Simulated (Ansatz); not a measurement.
Li₆Cl₅, relaxed as a doublet with UKS r2SCAN-D4/def2-SVP in Ansatz, starting from the GFN1-xTB geometry. Force threshold 0.02 eV/Å.

The relaxation made no stability test and no search for a lower SCF solution. Another isomer (doublet) lies 0.09 eV lower at PBE0-D4/def2-TZVP; other spin states weren't run for this one.

Start:

```xyz
11

Li   -1.0230    2.0397    0.6353
Li   -0.0705   -1.8980    1.8333
Li    0.5102    1.6703   -1.5851
Li   -1.1083   -0.6491   -0.6578
Li    1.3758   -2.2530   -0.2528
Li    1.3975    0.3000    0.8992
Cl   -1.7078    1.3971   -1.4003
Cl   -0.8243   -2.8159   -0.1135
Cl    1.1694    2.5025    0.3999
Cl    1.2754   -0.4175   -1.5211
Cl   -0.9945    0.1239    1.7631
```

```json
{"step": "1", "energy (eV)": "-63834.6102", "largest force component (eV/Å)": "0.564", "SCF passes": "14"}
{"step": "2", "energy (eV)": "-63834.8316", "largest force component (eV/Å)": "0.261", "SCF passes": "20"}
{"step": "3", "energy (eV)": "-63834.8798", "largest force component (eV/Å)": "0.078", "SCF passes": "17"}
{"step": "4", "energy (eV)": "-63834.8853", "largest force component (eV/Å)": "0.034", "SCF passes": "17"}
{"step": "5", "energy (eV)": "-63834.8872", "largest force component (eV/Å)": "0.012", "SCF passes": "18"}
```

Force components are those of the run's own axes.

End:

Cartesian coordinates in Å:
```
Li -1.075 2.142 0.659
Li -0.186 -2.108 1.941
Li 0.531 1.760 -1.672
Li -1.111 -0.669 -0.657
Li 1.396 -2.483 -0.355
Li 1.443 0.425 0.925
Cl -1.753 1.480 -1.450
Cl -0.854 -2.954 -0.106
Cl 1.149 2.707 0.349
Cl 1.316 -0.408 -1.395
Cl -0.858 0.108 1.760
```

By distances, no bond broke or formed. The bond that changes most is Li4–Cl7, from 2.26 to 2.38 Å (atoms count from 1).

No frequencies were taken in this run, so the end may be a saddle point.

Run time 29 s (4 threads of Arm Neoverse V2 on a shared host).
